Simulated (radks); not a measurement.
Values are calculated unless marked as measured or tabulated.
Spherical quantum dot in the effective-mass picture: electrons in a parabolic well V = omega^2 r^2 / 2 with omega = 0.0619, with a point charge +1 (a donor) at the centre, all in effective atomic units (hartree* = m*/eps^2 hartree, bohr* = eps/m* bohr), one dielectric constant everywhere. Level of theory: non-relativistic Kohn-Sham, LDA (Slater exchange, Perdew-Wang correlation), spin-polarised, spherical densities (a radial shooting solver with Libxc functionals). Levels are named by radial order and angular momentum (1s, 1p, 1d, 2s, ...), and open shells are averaged over m. Results are scaled to m* = 0.54 and eps = 5, for which hartree* = 587.8 meV and bohr* = 0.49 nm.

N = 32, configuration 1s2 1p6 1d10 2s2 1f(up 7, down 5). This is the lowest configuration that the search found (a dilute case). Occupied levels:

| level | occupation | eigenvalue (meV) | <r> (nm) |
|---|---|---|---|
| 1s down | 1 | 1279.7 | 1.319 |
| 1s up | 1 | 1279.9 | 1.322 |
| 2s up | 1 | 1303.3 | 6.716 |
| 2s down | 1 | 1304.3 | 6.644 |
| 1p up | 3 | 1306.2 | 6.948 |
| 1p down | 3 | 1307.1 | 6.879 |
| 1d up | 5 | 1312.8 | 7.505 |
| 1d down | 5 | 1313.9 | 7.477 |
| 1f up | 7 | 1321.0 | 7.905 |
| 1f down | 5 | 1322.2 | 7.898 |

Energy (meV): total 23868.3, kinetic 827.87, external 6247.7, Hartree 18702, exchange-correlation -1909.3.

Electron density:

| r (nm) | n(r) (e/nm^3) |
|---|---|
| 0.297 | 0.8755 |
| 1.42 | 0.02915 |
| 2.54 | 0.004044 |
| 3.66 | 0.004161 |
| 4.78 | 0.006710 |
| 5.90 | 0.009164 |
| 7.02 | 0.01042 |
| 8.14 | 0.008784 |
| 9.27 | 0.004350 |
| 10.4 | 0.001021 |
| 11.5 | 0.0001037 |
| 12.6 | 4.670e-06 |
| 13.7 | 9.257e-08 |
